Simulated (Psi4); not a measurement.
O₂, charge -1, doublet, geometry from GFN2-xTB (a state made from the parent by changing its charge; the spin is typed, not shown lowest) (a gas-phase anion, which may not be bound at this level); B97M-V/aug-cc-pVDZ (Psi4).

Input for Psi4:
```
memory 2 GB

molecule mol {
-1 2
  O    -0.000000   -0.000000   -0.670672
  O     0.000000    0.000000    0.670672
}

set basis aug-cc-pvdz
set reference uks

energy('b97m-v')
print_variables()
```

### Question
Predict the main parts of the log of this Psi4 run.

### Answer

```
   => Loading Basis Set <=

    Name: AUG-CC-PVDZ
    Role: ORBITAL
    Keyword: BASIS

         ---------------------------------------------------------
                                   SCF
               by Justin Turney, Rob Parrish, Andy Simmonett
                          and Daniel G. A. Smith
                              UKS Reference
         ---------------------------------------------------------

  ==> Geometry <==

    Molecular point group: d2h
    Full point group: D_inf_h

    Geometry (in Angstrom), charge = -1, multiplicity = 2:

       Center              X                  Y                   Z               Mass
    ------------   -----------------  -----------------  -----------------  -----------------
         O            0.000000000000     0.000000000000    -0.670672000000    15.994914619570
         O            0.000000000000     0.000000000000     0.670672000000    15.994914619570

  Running in d2h symmetry.

  Rotational constants: A = ************  B =      1.17156  C =      1.17156 [cm^-1]
  Rotational constants: A = ************  B =  35122.46003  C =  35122.46003 [MHz]
  Nuclear repulsion =   25.248811254145100

  Charge       = -1
  Multiplicity = 2
  Electrons    = 17
  Nalpha       = 9
  Nbeta        = 8

  ==> Algorithm <==

  SCF Algorithm Type is DF.
  DIIS enabled.
  MOM disabled.
  Fractional occupation disabled.
  Guess Type is SAD.
  Energy threshold   = 1.00e-06
  Density threshold  = 1.00e-06
  Integral threshold = 1.00e-12

  ==> Primary Basis <==

  Basis Set: AUG-CC-PVDZ
    Blend: AUG-CC-PVDZ
    Number of shells: 18
    Number of basis functions: 46
    Number of Cartesian functions: 50
    Spherical Harmonics?: true
    Max angular momentum: 2

  ==> DFT Potential <==

   => LibXC <=

    Version 7.1.2
    S. Lehtola, C. Steigemann, M. J. T. Oliveira, and M. A. L. Marques,  SoftwareX 7, 1–5 (2018) (10.1016/j.softx.2017.11.002)

   => Composite Functional: B97M-V <=

    B97M-V GGA Exchange-Correlation Functional

    N. Mardirossian and M. Head-Gordon,  J. Chem. Phys. 142, 074111 (2015) (10.1063/1.4907719)

    Deriv               =              1
    GGA                 =           TRUE
    Meta                =           TRUE

    Exchange Hybrid     =          FALSE
    MP2 Hybrid          =          FALSE

   => Exchange-Correlation Functionals <=

    1.0000   B97M-V exchange-correlation functional

   => LibXC Density Thresholds  <==

    XC_MGGA_XC_B97M_V:  1.00E-15

[...]
   @S   Expected:                5.000000000E-01
   @S   Observed:                5.000000000E-01

    Orbital Energies [Eh]
    ---------------------

    Alpha Occupied:

[...]
    Alpha Virtual:

[...]
      11B1u    4.244028

    Beta Occupied:

[...]
    Beta Virtual:

[...]
    Final Occupation by Irrep:
             Ag   B1g   B2g   B3g    Au   B1u   B2u   B3u
    DOCC [     3,    0,    0,    1,    0,    2,    1,    1 ]
    SOCC [     0,    0,    1,    0,    0,    0,    0,    0 ]
    NA   [     3,    0,    1,    1,    0,    2,    1,    1 ]
    NB   [     3,    0,    0,    1,    0,    2,    1,    1 ]

  @DF-UKS Final Energy:  -150.31523068032561

   => Energetics <=

    Nuclear Repulsion Energy =             25.2488112541450995
    One-Electron Energy =                -262.4085468684830857
    Two-Electron Energy =                 104.0604529833920537
    DFT Exchange-Correlation Energy =     -17.2868738680496001
    Empirical Dispersion Energy =           0.0000000000000000
    VV10 Nonlocal Energy =                  0.0709258186699348
    Total Energy =                       -150.3152306803256124

  UHF NO Occupations:
  HONO-2 :    2B1u 1.9996046
  HONO-1 :    1B3u 1.9975476
  HONO-0 :    1B2g 1.0000000
  LUNO+0 :    2B3u 0.0024524
  LUNO+1 :    3B1u 0.0003954
  LUNO+2 :    2B3g 0.0003512
  LUNO+3 :    4 Ag 0.0002426

Computation Completed

Properties will be evaluated at   0.000000,   0.000000,   0.000000 [a0]

Properties computed using the SCF density matrix

 Multipole Moments:

 ------------------------------------------------------------------------------------
     Multipole            Electronic (a.u.)      Nuclear  (a.u.)        Total (a.u.)
 ------------------------------------------------------------------------------------

 L = 1.  Multiply by 2.5417464519 to convert [e a0] to [Debye]
 Dipole X            :          0.0000000            0.0000000            0.0000000
 Dipole Y            :          0.0000000            0.0000000            0.0000000
 Dipole Z            :          0.0000000            0.0000000            0.0000000
 Magnitude           :                                                    0.0000000

 ------------------------------------------------------------------------------------

  Variable Map:
  ----------------------------------------------------------------------------
[...]
  Array Variable Map:
  ----------------------------------------------------------------------------
[...]
[...]
```
